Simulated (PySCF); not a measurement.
These compounds are isomers of formula C$_{6}$H$_{10}$N$_{2}$O.

A. `COc1cc(C)n(C)n1`
B. `InChI=1S/C6H10N2O/c1-2-9-6-8-4-3-7-5-8/h3-5H,2,6H2,1H3`
C. `C=CC1=NNC[C@@H]1OC`

Spectrum 1. ¹H NMR (300 MHz, computed): δ 7.37 (m, 1H), 7.29 (m, 1H), 7.03 (m, 1H), 5.42 (s, 2H), 3.31 (q, 2H), 1.24 (t, 3H). ¹³C{¹H} NMR (computed): δ 140.6 (CH), 137.4 (CH), 123.3 (CH), 79.3 (CH2), 66.8 (CH2), 17.3 (CH3).

Spectrum 2. ¹H NMR (300 MHz, computed): δ 6.88 (m, 1H), 5.69 (m, 1H), 5.56 (m, 1H), 5.00 (br s, 1H), 4.84 (m, 1H), 3.90 (m, 1H), 3.49 (s, 3H), 3.45 (m, 1H). ¹³C{¹H} NMR (computed): δ 149.7 (C), 137.7 (CH), 121.4 (CH2), 87.5 (CH), 59.0 (CH3), 56.4 (CH2).

Spectrum 3. ¹H NMR (300 MHz, computed): δ 5.61 (s, 1H), 3.92 (s, 3H), 3.72 (s, 3H), 2.27 (s, 3H). ¹³C{¹H} NMR (computed): δ 168.1 (C), 142.1 (C), 97.3 (CH), 56.5 (CH3), 37.1 (CH3), 13.6 (CH3).

Single conformer, averaged over atoms made equivalent by symmetry, fast rotation or ring inversion, relativity neglected, isolated molecule. Shielding tensors at PBE0/pcSseg-1 (GIAO); geometry: GFN2-xTB; PySCF 2.14.

δ = σ(ref) − σ, references computed at the same level: ¹H (σ = 31.72 ppm) and ¹³C (σ = 186.93 ppm) vs TMS. Where no couplings were computed, multiplicities follow the n + 1 count of equivalent neighbours, and m marks all less simple cases (inequivalent or close neighbours, rings, F or P nearby). Shifts are as computed. Against solution values, carbons near 30 ppm lie about +3 ppm off and those near 130 ppm about +5 ppm. Of 1211 compounds with measured shifts, 218 miss one by over three times the rms of a fit or turn the order of signals round; such compounds aren't used in these exercises. OH and NH positions are gas-phase values without hydrogen bonding to other molecules.

Match each spectrum to its structure.

Results:

1–B, 2–C, 3–A.

- Spectrum 1 (B): 6 ¹³C signals; δC 79.3 is an sp3 CH2 bonded to N and O; δC 66.8 is an sp3 CH2 bonded to O.
- Spectrum 2 (C): 6 ¹³C signals; δC 137.7 is an alkene CH; δC 121.4 is a terminal =CH2 carbon.
- Spectrum 3 (A): 6 ¹³C signals; δC 168.1 is an aromatic carbon bearing oxygen; δC 97.3 is an aromatic CH.
